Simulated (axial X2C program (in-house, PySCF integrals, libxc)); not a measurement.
**Low determinants of NiAs at the PBE0 level, with spin–orbit coupling**

Computed with an in-house all-electron X2C program for linear molecules (integrals from PySCF). Two-component (2c) means X2C with spin–orbit coupling and atomic mean-field two-electron Coulomb and Gaunt terms. Basis: As dyall-cv3z [9s9p6d4f1g], Ni dyall-cv3z [9s9p6d3f2g] (cores contracted in-house); Gaussian nuclei, density fitting, unrestricted open shells. Masses: As 74.922 u, Ni 57.935 u.

Search at 2.203 Å (vertical energies from the lowest determinant):

| ΔE (eV) | state | electrons beyond evenly filled partner blocks | electrons in ±ω = 1/2, 3/2, 5/2, 7/2 |
| --- | --- | --- | --- |
| 0.00 | Ω = 7/2 | ω = -1/2, ω = 3/2, ω = 5/2 | 41 17 3 0 |
| 0.13 | Ω = 3/2 | ω = 3/2 | 40 17 4 0 |
| 0.13 | Ω = 1/2 | ω = 1/2 | 41 16 4 0 |
| 0.32 | Ω = 5/2 | ω = -1/2, 2 × ω = 3/2 | 41 16 4 0 |
| 0.40 | Ω = 1/2 | 2 × ω = -1/2, ω = 3/2 | 40 17 4 0 |
| 0.67 | Ω = 5/2 | ω = 5/2 | 42 16 3 0 |
| 0.82 | Ω = 9/2 | ω = 1/2, ω = 3/2, ω = 5/2 | 41 17 3 0 |

Lowest determinant, Ω = 7/2 (⟨Sz⟩ = 1.50, ⟨Lz⟩ = 2.00 at PBE0): Re = 2.198 Å, ωe = 302.3 cm⁻¹.

The determinant in row 2 of the search, Ω = 3/2 (⟨Sz⟩ = 1.49, ⟨Lz⟩ = 0.01 at PBE0), was followed along the bond at PBE0; measured from the minimum of the lowest determinant it gives:

Te = 0.128 eV (1028 cm⁻¹), Re = 2.239 Å, ωe = 274.1 cm⁻¹.

Problem. Compare the bond of the determinant in row 2 with that of the lowest one.

Solution. At PBE0 its Re is 0.041 Å longer and its force constant, which goes as ωe², is 0.82 times that of the lowest determinant. T0 ≈ Te + Δωe/2 = 1028 + (-14) = 1014 cm⁻¹.

The search compares states at one distance, so a state with another bond length can lie lower; it is not exhaustive and yields mostly the lowest determinant of each block pattern, so other components and higher states of one pattern are missing. These are energies of single determinants, not of spin-adapted states; PBE0 term energies can be off by some tenths of an eV, and the functional has no current term. The lowest determinant need not be the ground state where others lie within half an eV.
